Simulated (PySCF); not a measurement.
Nuclear quadrupole coupling in `CNC1[SiH2]C[SiH2]1`

C₃H₁₁NSi₂.
Numbering: `[CH3:1][NH:2][CH:3]1[SiH2:4][CH2:5][SiH2:6]1` (hydrogens: H7, H8, H9 on C1; H10 on N2; H11 on C3; H12, H13 on Si4; H14, H15 on C5; H16, H17 on Si6)

Geometry (PBE0-D3(BJ)/def2-SVP, Å), atoms numbered from 1 in this order:
```
atom  x, y, z in Å
C1     2.5656   -0.0481    0.1834
N2     1.4778   -0.5762   -0.5994
C3     0.2334    0.1255   -0.4328
Si4   -1.3867   -0.5147   -1.2204
C5    -2.3619    0.0710    0.3030
Si6   -0.7043    0.0575    1.2389
H7     2.3369   -0.1559    1.2582
H8     3.4865   -0.6197   -0.0099
H9     2.7848    1.0287    0.0066
H10    1.7397   -0.6202   -1.5809
H11    0.2810    1.2189   -0.6828
H12   -1.3856   -2.0051   -1.3327
H13   -1.7645    0.0718   -2.5459
H14   -3.1728   -0.5695    0.6759
H15   -2.7508    1.0943    0.1756
H16   -0.4616    1.1836    2.1955
H17   -0.4780   -1.2420    1.9422
```

Field gradients from the PBE0/pcSseg-1 density (PySCF, non-relativistic), principal values in atomic units, ordered |Vxx| ≤ |Vyy| ≤ |Vzz|:

| atom | Vxx | Vyy | Vzz |
| --- | --- | --- | --- |
| N2 | 0.5686 | 0.7306 | -1.2992 |

**Question.** Find the asymmetry η = (Vxx − Vyy)/Vzz and the couplings χ = eQV/h (234.96 MHz × Q in barn × V in au), with Q(14N) = 0.02044 b.

**Answer.** 
```csv
atom,environment,nucleus,η,χzz (MHz),χxx (MHz),χyy (MHz)
N2,secondary amine nitrogen,14N,0.12,-6.24,2.73,3.51
```

**Question.** What is Vzz at N2 in SI units (1 au = 9.71736 × 10²¹ V/m²)?

**Answer.** -1.2992 au = -12.624 × 10²¹ V/m².

**Question.** And the gradient at the other heavy atoms, for which no coupling is worked out here?

**Answer.** 
| atom | environment | Vzz (au) | η |
| --- | --- | --- | --- |
| C1 | N-methyl carbon | 0.183 | 0.15 |
| C3 | sp3 carbon bound to nitrogen | 0.196 | 0.38 |
| Si4 | SiH2 silicon | 0.144 | 0.05 |
| C5 | sp3 carbon bound to silicon | 0.043 | 0.27 |
| Si6 | SiH2 silicon | 0.144 | 0.15 |

**Question.** What couplings would deuterons (Q(2H) = 0.00286 b) have in place of the hydrogens, at this geometry?

**Answer.** 
```csv
atom,bonded to,bond length (Å),Vzz (au),η,χzz (kHz)
H7,C1,1.104,0.2825,0.07,190
H8,C1,1.101,0.2885,0.05,194
H9,C1,1.113,0.2672,0.06,180
H10,N2,1.017,0.3902,0.19,262
H11,C3,1.123,0.2618,0.13,176
H12,Si4,1.495,0.1409,0.02,95
H13,Si4,1.498,0.1386,0.01,93
H14,C5,1.098,0.3097,0.04,208
H15,C5,1.102,0.3026,0.05,203
H16,Si6,1.497,0.1392,0.00,94
H17,Si6,1.495,0.1411,0.03,95
```

One conformer (not necessarily the lowest) at the PBE0-D3(BJ)/def2-SVP geometry, without solvent, vibrations or thermal averaging. The basis is small and wasn't made for field gradients, so the couplings can be 20 % off.
